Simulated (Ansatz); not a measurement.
`N[Si]1(F)CO1` → C• + F• + 4 H• + N• + O• + Si•  (atomization)

Computed with Ansatz on PBE0-D4/def2-TZVP structures; ΔE is electronic, products minus reactants. CBS: MP2 limit from def2 TZ/QZ plus the TZ coupled-cluster correction, frozen cores. This one scheme is used for every species, atoms too. DFT in def2-TZVPP. B3LYP here is the variant with VWN-RPA as its local correlation; programs differ in this. HSE06 is defined as in plane-wave codes. No spin–orbit coupling; open shells (•) take unrestricted orbitals. Spin–orbit coupling would lower the free atoms: a little for C, F, O, Si. One conformer a species, not always the lowest.

`N[Si]1(F)CO1`:

Cartesian coordinates in Å:
```
N 1.645 0.240 0.172
Si 0.140 -0.452 -0.082
F 0.348 -2.015 0.085
C -1.498 0.247 0.076
O -0.806 0.110 -1.278
H 1.842 1.207 -0.013
H 2.410 -0.260 0.589
H -2.395 -0.366 0.129
H -1.687 1.290 0.321
```

```csv
level,ΔE (kcal/mol),difference from CCSD(T)/CBS
PBE-D4,868.3,17.5
BLYP-D4,850.7,-0.1
PBE0-D4,844.8,-6.0
CAM-B3LYP-D4,853.1,2.3
PBE-QIDH,838.5,-12.3
revPBE,829.3,-21.5
B3LYP,839.6,-11.2
HSE06,842.4,-8.4
CCSD(T)/def2-SVP,774.4,-76.4
CCSD/def2-TZVPP,807.1,-43.7
CCSD(T)/CBS,850.8,0
```

Largest T1 diagnostic among the species: 0.012.

In def2-TZVPP, CCSD(T) changes the Hartree–Fock value by +237.5 kcal/mol (the triples alone add +15.1 kcal/mol) and MP2 by +262.6 kcal/mol; breaking electron pairs costs correlation energy, which Hartree–Fock lacks. At CCSD(T), def2-SVP lies −76.4 kcal/mol from the extrapolated value and def2-TZVPP −28.6 kcal/mol: correlation converges slowly with the basis, and small sets miss more of it in the bonded molecule than in its fragments. From PBE to PBE0 (25 % exact exchange), in def2-TZVPP and without D4, ΔE moves by −22.8 kcal/mol: exact exchange takes away binding that semilocal exchange gives to molecules.

For atomizations the MP2-based limit and the directly extrapolated one differ by several kJ/mol either way, and by 10 to 25 for some Ge, Se and Sn compounds, so smaller differences from it don't rank the levels.
